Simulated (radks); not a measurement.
S4+, configuration [Ne] 3s2. All-electron calculation, scalar-relativistic Kohn-Sham, BP86, spin-polarised, spherical densities, point nucleus. Program: a radial shooting solver on a logarithmic mesh with Libxc functionals.

Unscreened Slater integrals over Kohn-Sham orbitals (cm^-1). They are taken over the spin-up orbitals.

\begin{tabular}{lr}
integral & value \\ \hline
F0(3s,3s) & 134740 \\
F0(3s,2p) & 177580 \\
G1(3s,2p) & 14857 \\
F0(3s,2s) & 175800 \\
G0(3s,2s) & 11834 \\
F0(2p,2p) & 458250 \\
F2(2p,2p) & 212190 \\
F0(2p,2s) & 433430 \\
G1(2p,2s) & 256810 \\
F0(2s,2s) & 417050 \\
\end{tabular}
